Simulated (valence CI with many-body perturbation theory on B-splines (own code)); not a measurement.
**Hyperfine factors and g values of W⁵¹⁺**

Calculated by configuration interaction combined with many-body perturbation theory (CI+MBPT): five valence electrons over a frozen Dirac-Fock core [Ar], a basis of 7 s, 7 p, 8 d, 6 f, 4 g, 1 h functions for each j, with the one-electron correlation potential Σ1, the two-electron term Σ2, the three-electron term Σ3, Breit, model QED; selected CI, second order for the rest, scaled by the run's own slope (own B-spline code, finite nucleus).

No measured spectrum was set against this ion. As an estimate, large intervals hold to a few tenths of a per cent, small ones and those within an open d or f shell to about a per cent. Excitations out of the core, of the other parity, are not computed and may begin above about 249 eV (a cautious bound); beyond it only levels of the ground parity were kept, without lifetimes. Only levels of the ground parity were solved; by the run's estimate the other parity begins above the list, which can be wrong where configurations are misplaced.

A/g_I is the dipole constant over the nuclear g factor μ/I (μ in nuclear magnetons, uniformly magnetised nucleus), B/Q the quadrupole constant per barn. Both hold the static response of the core; the bare values leave it out. Large factors of s and p1/2 electrons are usually good to 5 to 10 %; those of open d and f shells near neutrality can be off by tens of per cent, and small factors of p3/2, d and f electrons come from cancelling terms and can be off by a factor of two or in sign, in half-filled shells by more. B is blank for J = 1/2, where it vanishes, and for nearly pure S terms. Energies count from the lowest level.

Levels are named by their leading jj configuration (3d3/2^4 stands for four electrons in 3d with j = 3/2), which in mixed levels can hold well under half, so a name can repeat and another be missing. Letters in brackets count levels of one name in rising energy.

| Level | E (cm⁻¹) | g | A/g_I (MHz) | A/g_I bare | B/Q (MHz/b) | B/Q bare |
| --- | --- | --- | --- | --- | --- | --- |
| (3d3/2^4 3d5/2) J=5/2 | 0 | 1.281 | 36000 | 37000 | 68300 | 68900 |
| (3d3/2^3 3d5/2^2) J=5/2 [a] | 471110 | 1.331 | 21900 | 23000 | 25900 | 26100 |
| (3d3/2^3 3d5/2^2) J=7/2 [a] | 565210 | 1.158 | 43500 | 44100 | 74700 | 75500 |
| (3d3/2^3 3d5/2^2) J=11/2 | 575450 | 1.099 | 56000 | 56400 | -2160 | -2340 |
| (3d3/2^3 3d5/2^2) J=3/2 [a] | 580280 | 1.151 | 55200 | 55800 | 61800 | 62400 |
| (3d3/2^3 3d5/2^2) J=9/2 | 620470 | 1.130 | 49900 | 50400 | 76200 | 77000 |
| (3d3/2^3 3d5/2^2) J=5/2 [b] | 650610 | 1.129 | 51500 | 52100 | -4010 | -4020 |
| (3d3/2^3 3d5/2^2) J=1/2 | 679860 | 1.790 | -28900 | -26400 |  |  |
| (3d3/2^3 3d5/2^2) J=7/2 [b] | 686900 | 1.072 | 60800 | 61100 | -81600 | -82400 |
| (3d3/2^3 3d5/2^2) J=3/2 [b] | 823970 | 0.797 | 96400 | 96000 | -79500 | -80300 |
| (3d3/2^2 3d5/2^3) J=5/2 [a] | 1028000 | 1.305 | 17600 | 18600 | 4230 | 4290 |
| (3d3/2^2 3d5/2^3) J=7/2 [a] | 1097900 | 1.208 | 36900 | 37700 | -3580 | -3620 |
| (3d3/2^2 3d5/2^3) J=11/2 | 1101100 | 1.087 | 54700 | 55100 | 1280 | 1300 |
| (3d3/2^2 3d5/2^3) J=9/2 [a] | 1117600 | 1.140 | 47200 | 47800 | -7610 | -7700 |
| (3d3/2^2 3d5/2^3) J=13/2 | 1141600 | 1.065 | 58800 | 59200 | -75.9 | -68.2 |
| (3d3/2^2 3d5/2^3) J=1/2 [a] | 1156900 | 0.450 | 155000 | 153000 |  |  |
| (3d3/2^2 3d5/2^3) J=3/2 [a] | 1166600 | 1.163 | 45900 | 46500 | 2270 | 2270 |
| (3d3/2^2 3d5/2^3) J=5/2 [b] | 1175600 | 1.020 | 64800 | 65000 | -7590 | -7650 |
| (3d3/2^2 3d5/2^3) J=9/2 [b] | 1218000 | 1.096 | 54000 | 54400 | 1920 | 1940 |
| (3d3/2^2 3d5/2^3) J=7/2 [b] | 1237700 | 0.980 | 72100 | 72200 | -1820 | -1850 |
| (3d3/2^2 3d5/2^3) J=5/2 [c] | 1255500 | 1.046 | 61000 | 61300 | 7730 | 7780 |
| (3d3/2^2 3d5/2^3) J=3/2 [b] | 1259400 | 0.851 | 89400 | 89100 | 6080 | 6180 |
| (3d3/2^2 3d5/2^3) J=7/2 [c] | 1308000 | 1.029 | 65200 | 65400 | 2260 | 2280 |
| (3d3/2^2 3d5/2^3) J=1/2 [b] | 1308800 | 1.757 | -37300 | -34900 |  |  |
| (3d3/2^2 3d5/2^3) J=9/2 [c] | 1379100 | 1.103 | 53100 | 53500 | 25000 | 25300 |
| (3d3/2^2 3d5/2^3) J=3/2 [c] | 1504000 | 1.178 | 43000 | 43700 | -20500 | -20800 |
| (3d3/2^2 3d5/2^3) J=5/2 [d] | 1532700 | 1.179 | 42800 | 43500 | 18200 | 18400 |
| (3d3/2 3d5/2^4) J=5/2 [a] | 1663600 | 1.228 | 25900 | 26700 | -31400 | -31700 |
| (3d3/2 3d5/2^4) J=7/2 [a] | 1735700 | 1.178 | 41900 | 42600 | -87300 | -88200 |
| (3d3/2 3d5/2^4) J=11/2 | 1747600 | 1.067 | 57100 | 57400 | 884 | 1060 |
| (3d3/2 3d5/2^4) J=3/2 [a] | 1761600 | 0.984 | 61400 | 61500 | -65900 | -66500 |
| (3d3/2 3d5/2^4) J=9/2 | 1807200 | 1.111 | 50600 | 51100 | -95500 | -96400 |
| (3d3/2 3d5/2^4) J=5/2 [b] | 1844900 | 1.106 | 51300 | 51800 | 15000 | 15100 |
| (3d3/2 3d5/2^4) J=7/2 [b] | 1872500 | 1.011 | 64000 | 64100 | 97200 | 98200 |
| (3d3/2 3d5/2^4) J=1/2 | 1934400 | 1.295 | -13300 | -12300 |  |  |
| (3d3/2 3d5/2^4) J=3/2 [b] | 2063700 | 0.860 | 94200 | 94000 | 95800 | 96800 |
| (3d5/2^5) J=5/2 | 2365700 | 1.149 | 40800 | 41400 | -96300 | -97200 |

Q: Take the isotope of mass number 183, with I = 1/2, μ = 0.11739 μN. What is the hyperfine structure of (3d3/2^3 3d5/2^2) J=3/2 [a]?

A: From the table A = 13000 MHz. Shifts from the centre of gravity in MHz: F = 1: -16200, F = 2: 9750.
